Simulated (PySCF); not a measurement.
C3H10NSi (doublet state).
Cartesian coordinates in Å at the GFN2-xTB level; atoms count from 1:
```
atom  x, y, z in Å
C1     2.0689    0.0665    0.7268
C2     1.4670    0.4234   -0.6297
N3     0.1778   -0.0206   -0.8980
Si4   -1.0092   -0.8553   -0.0636
C5    -2.4632    0.3842    0.1182
H6     3.0795    0.4590    0.8105
H7     1.4601    0.4830    1.5253
H8     2.0955   -1.0139    0.8446
H9     1.4771    1.5187   -0.7661
H10    2.1156    0.0395   -1.4360
H11   -0.7755   -1.4395    1.2683
H12   -1.4488   -1.8965   -1.0020
H13   -3.3390   -0.1454    0.4736
H14   -2.6901    0.8345   -0.8397
H15   -2.2201    1.1702    0.8234
```

The hyperfine couplings belong to this conformer and change with its torsions.

As a line formula: `CC[N][SiH2]C` [radical].

Level of theory: PySCF 2.14.0, UKS B3LYP, pcH-1 on C H N Si, non-relativistic, mean-field spin-orbit, GIAO. The structure is a single GFN2-xTB conformer in the gas phase; no vibrational or solvent corrections. The geometry wasn't refined by DFT: couplings that depend on bond lengths, twists or pyramidal angles can differ widely from those at the functional's own minimum. The SCF solution wasn't tested for stability.

Question: Predict the first-order ENDOR lines of N3, H9/H10, H11/H12, H13/H14/H15 and H6/H7/H8 under fast tumbling at B = 332.1 mT (X band).

Answer: ν± = |νn ± a/2|, one line for each electron-spin manifold; νn = |g_N| × 7.62259 MHz/T × B.

| nuclei | isotope | g_N | νn (MHz) | a_iso (MHz) | lower line (MHz) | upper line (MHz) |
| --- | --- | --- | --- | --- | --- | --- |
| N3 | 14N | 0.4038 | 1.02 | 28.89 | 13.42 | 15.47 |
| H9/H10 | 1H | 5.5857 | 14.14 | 159.89 | 65.81 | 94.09 |
| H11/H12 | 1H | 5.5857 | 14.14 | 39.74 | 5.73 | 34.01 |
| H13/H14/H15 | 1H | 5.5857 | 14.14 | 1.52 | 13.38 | 14.90 |
| H6/H7/H8 | 1H | 5.5857 | 14.14 | -0.54 | 13.87 | 14.41 |

Question: Which pairs are centred on the nuclear Larmor frequency, and which on half the coupling?

Answer: Centred on νn, since |a| < 2νn: H13/H14/H15 and H6/H7/H8. Centred on |a|/2 and split by 2νn: N3, H9/H10 and H11/H12.

Means are taken over nuclei equivalent by connectivity, which assumes that they swap fast. The three 1H nuclei of mean +1.5 MHz run from -4.6 to 13.4 MHz in the frozen geometry. The 1H value of +39.7 MHz is a mean of couplings from -6.2 to 85.6 MHz in this one geometry, not an average over conformers.

The largest Mulliken spin populations are on N3 (+0.86), H10 (+0.07), C2 (-0.07) and H9 (+0.07). N3 is the only atom above +0.15.

Time: 32 s of wall time (with the writing of density and orbital grids); peak memory 0.90 GiB. Hardware: one thread, Intel Xeon 6975P-C (x86_64), shared host with 192 logical CPUs at a one-minute load of 74.
